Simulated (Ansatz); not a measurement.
Reaction (atomization): `[CH2]1O[CH2][GeH2]1` → 2 C• + Ge• + 6 H• + O•

Calculated with Ansatz (gas phase, PBE0-D4/def2-TZVP geometries, no zero-point term in ΔE). CCSD(T)/CBS is the MP2 limit (def2-TZVPP, def2-QZVPP) plus CCSD(T) − MP2 in def2-TZVPP, frozen cores. This one scheme is used for every species, atoms too. Open shells (•) are unrestricted, without spin–orbit coupling. Spin–orbit coupling would lower the free atoms: a little for C, O; clearly for Ge. Bonds to Ge are less sure, by a few kJ/mol each and by 10 to 20 or more in all where they break to atoms, as the def2 sets lack core-valence functions. Scalar relativity is left out up to krypton.

```json
{"species": "`[CH2]1O[CH2][GeH2]1`", "HF/def2-QZVPP energy (Eh)": "-2229.50301"}
{"species": "C•", "HF/def2-QZVPP energy (Eh)": "-37.69363"}
{"species": "Ge•", "HF/def2-QZVPP energy (Eh)": "-2075.36298"}
{"species": "H•", "HF/def2-QZVPP energy (Eh)": "-0.49998"}
{"species": "O•", "HF/def2-QZVPP energy (Eh)": "-74.81863"}
```

Work out ΔE.

ΔE = 6 × (-0.49998) + 2 × (-37.69363) + (-2075.36298) + (-74.81863) − (-2229.50301) = 0.93426 Eh = +2452.9 kJ/mol. CCSD(T)/CBS gives +3487.2 kJ/mol.

Largest T1 diagnostic among the species: 0.011.

In def2-TZVPP, CCSD(T) changes the Hartree–Fock value by +955.7 kJ/mol (the triples alone add +55.8 kJ/mol) and MP2 by +996.0 kJ/mol; breaking electron pairs costs correlation energy, which Hartree–Fock lacks. From PBE to PBE0 (25 % exact exchange), in def2-TZVPP and without D4, ΔE moves by −63.0 kJ/mol: exact exchange takes away binding that semilocal exchange gives to molecules. The D4 term adds +28.9 kJ/mol with B3LYP and +14.9 kJ/mol with PBE0; it sums over pairs of atoms, weighted by their polarisabilities, and B3LYP, whose exchange is more repulsive, gets the larger term.

B3LYP here is the variant with VWN-RPA as its local correlation; programs differ in this.

For atomizations the MP2-based limit and the directly extrapolated one differ by several kJ/mol either way, and by 10 to 25 for some Ge, Se and Sn compounds, so smaller differences from it don't rank the levels.
